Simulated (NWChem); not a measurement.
Molecule: BeCl2; SMILES [Cl][Be][Cl]

Program: NWChem. The geometry was optimised at PBE-D3(BJ)/def2-SVP. Level PBE/def2-SVPD: energy and gradient; each run changes one setting, and changes count from the defaults (medium grid, exact Coulomb integrals, symmetry on).

### Question
Which setting moves the energy most, and by about how much (tight SCF thresholds and tolerances; coarse grid; Coulomb fitting, Ahlrichs set; Becke weights; defaults)?

### Answer
Coulomb fitting, Ahlrichs set, by about 200 μHa.
```csv
setting,size of the energy change (μHa),largest change of a gradient component (μHa/bohr)
defaults,< 10,< 30
Becke weights,< 10,40
coarse grid,< 10,30
"Coulomb fitting, Ahlrichs set",200,70
tight SCF thresholds and tolerances,< 10,< 30
```
